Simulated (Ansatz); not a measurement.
`[CH3][Zr]([Cl])([Cl])[Cl]` + HBr → `[Cl][Zr]([Cl])([Cl])[Br]` + CH₄ at 700 K and 1 bar (ligand exchange at a Zr–C bond).

Calculated with Ansatz (gas phase, PBE0-D4/def2-TZVP geometries, no zero-point term in ΔE). CCSD(T)/CBS is the MP2 limit (def2-TZVPP, def2-QZVPP) plus CCSD(T) − MP2 in def2-TZVPP, frozen cores. This one scheme is used for every species. def2 core potentials past Kr. For Br, Zr outer-core shells are correlated without core-valence functions, which leaves a few kJ/mol of doubt a bond. Scalar relativity is left out up to krypton.

```
                    species  CCSD(T)/CBS energy (Eh)  H − E (kJ/mol)  S (J/(mol·K))
`[CH3][Zr]([Cl])([Cl])[Cl]`              -1466.41816           178.4          507.0
                        HBr              -2573.91920            36.5          223.7
 `[Cl][Zr]([Cl])([Cl])[Br]`              -3999.95269            77.0          479.9
                        CH₄                -40.46206           145.9          224.0
```

H − E and S are ideal-gas, rigid-rotor, harmonic terms from PBE0-D4/def2-TZVP. 1 Eh = 2625.50 kJ/mol, R = 8.31446 J/(mol·K).

Question: By hand: ΔE, ΔH, ΔS and ΔG.

Answer: ΔE = (-3999.95269) + (-40.46206) − (-1466.41816) − (-2573.91920) = -0.07739 Eh = -203.2 kJ/mol. Δ(H − E) = 77.0 + 145.9 − 178.4 − 36.5 = 8.0, so ΔH = -195.2 kJ/mol. ΔS = 479.9 + 224.0 − 507.0 − 223.7 = -26.8 J/(mol·K). ΔG = -195.2 − 700 × (-26.8)/1000 = -176.4 kJ/mol.

Question: By hand: the equilibrium constant, and the temperature at which ΔG would vanish if ΔH and ΔS stayed fixed.

Answer: log₁₀ K = −ΔG/(RT ln 10) = 13.2. ΔG = 0 at ΔH/ΔS = 7284 K, far beyond where these terms or the molecules hold.

ΔH outweighs TΔS. A doubt of 5 kJ/mol in ΔE shifts log₁₀ K by 0.4 here. These are equilibria of isolated gas molecules and say nothing of rates. Largest T1 diagnostic: 0.015 (customary marks: 0.02 for closed shells, 0.045 for open ones).
